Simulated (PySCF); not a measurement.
## Bi⁷⁶⁺ (bismuth, charge +76) across methods

[He] 2s2 2p3, high-spin 4S determinant. Computed with PySCF 2.14 in an uncontracted even-tempered set (18 s from 60 bohr⁻², ratio 2.2; 13 p from 78 bohr⁻², ratio 2.2; 5 d from 290 bohr⁻², ratio 2.4; 5 f from 430 bohr⁻², ratio 2.4; 4 g from 650 bohr⁻², ratio 2.4), with scalar relativity by spin-free X2C-1e.

```csv
method,E (hartree),mean ε 2s α (eV),mean ε 2s β (eV),mean ε 2p α (eV),Σ⟨r²⟩ (bohr²),⟨S²⟩
PBE,-11959.69,-24061.5,-23952.3,-21924.6,0.02253,3.750
PW91,-11960.27,-24062.9,-23954.0,-21926.6,0.02253,3.750
UHF,-11958.21389,-24317.0,-24092.9,-22126.8,0.02252,3.750
PBE0,-11959.38,-24125.7,-23988.1,-21975.4,0.02253,3.750
B3LYP,-11959.33,-24112.6,-23981.5,-21966.2,0.02253,3.750
LDA,-11947.99,-24042.2,-23933.2,-21916.5,0.02255,3.750
```

Task: Estimate the same row for r2SCAN.

Result: E (hartree) = -11959.55; mean ε 2s α (eV) = -24100.0; mean ε 2s β (eV) = -23961.2; mean ε 2p α (eV) = -21949.7; Σ⟨r²⟩ (bohr²) = 0.02252; ⟨S²⟩ = 3.750.

Spin-orbit coupling, which splits the p, d and f shells strongly at this Z, is absent. Spin-orbit coupling is strong in this species (close to jj coupling), so the high-spin LS determinant is a model state, not a physical level.
